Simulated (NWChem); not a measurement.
CH$_{4}$OSi, singlet; SMILES O(C)[SiH]

```xyz
7

Si     0.0045     1.2375     0.0000
H     -1.5233     0.9278     0.0000
O      0.5242    -0.3401     0.0000
C     -0.1814    -1.5511     0.0000
H      0.0916    -2.1398    -0.8908
H      0.0916    -2.1398     0.8908
H     -1.2741    -1.3855     0.0000
```
Atoms are numbered in this order, from 1.

Computed with NWChem. Low-valent species are run as closed-shell singlets; no triplet was tried in these runs. All runs use the structure optimised with PBE0/def2-SVP. Level: PBE0/def2-SVP with SMD (1 M gas to 1 M solution), gas-phase geometry. Reactions with the solvent are ignored.

Problem. Estimate the computed values for solvent water. Quantities: solvation free energy (kcal/mol); cavity-dispersion-structure term (kcal/mol); dipole in solution (D).

Solution. The solvation free energy (kcal/mol) is -1.0 and the cavity-dispersion-structure term (kcal/mol) is 2.3. The dipole in solution (D) is 2.18.
